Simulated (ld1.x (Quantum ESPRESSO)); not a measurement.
# Scattering properties, TM potential for C

| Item | Value |
| --- | --- |
| Element | C (Z = 6) |
| Generator | ld1.x (Quantum ESPRESSO) 7.5 |
| Type | norm-conserving Troullier–Martins (Kleinman–Bylander form) |
| Functional | Wu–Cohen |
| Relativity | scalar-relativistic |
| Frozen core | [He] |
| Valence charge | 4 |
| Reference configuration | 2s2 2p2 |
| Partial waves | 2p (bound): rc 2.75 bohr; 3d channel at -0.1 Ry: rc 2.75 bohr; 2s (bound): rc 1.15 bohr |
| Local potential | the s channel |
| Core correction | Bessel-smoothed model core inside 0.95 bohr |

The phase is arctan(r·u′/u) with u = r·R(r), unwrapped; energies in Ry, scanned from -3 to 5 Ry. A pole is an energy at which the radial function vanishes at the test radius. The pseudo phase is shifted by a multiple of π to meet the all-electron one at the reference energy, and phase errors are pseudo minus all-electron; the curves can meet again beyond the range given. Levels narrower than the energy grid can be missing from the lists of poles.

```csv
channel,radius (bohr),reference energy (Ry),"poles, all-electron","poles, pseudo",unbroken range about the reference energy with phases within 0.05 rad,phase error 1 Ry above the reference energy (rad)
s,3.01,-1.00,"-0.84, 3.21","-0.84, 3.17",the whole range,-0.001
p,3.01,-0.39,"-0.16, 3.25","-0.16, 3.80",below 0.8,+0.028
d,3.01,-0.10,2.33,2.36,below 3.7,+0.004
```

Phases in the d channel:

```
E (Ry)  all-electron  pseudo
 -3.00         1.391   1.391
 -2.52         1.377   1.377
 -2.04         1.359   1.359
 -1.56         1.336   1.336
 -1.08         1.303   1.303
 -0.60         1.252   1.252
 -0.12         1.161   1.161
  0.36         0.949   0.949
  0.84         0.152   0.155
  1.32        -1.079  -1.074
  1.80        -1.422  -1.418
  2.28        -1.560  -1.554
  2.76        -1.654  -1.644
  3.24        -1.754  -1.734
  3.72        -1.930  -1.873
  4.20        -2.576  -2.256
  4.68        -4.083  -3.696
```
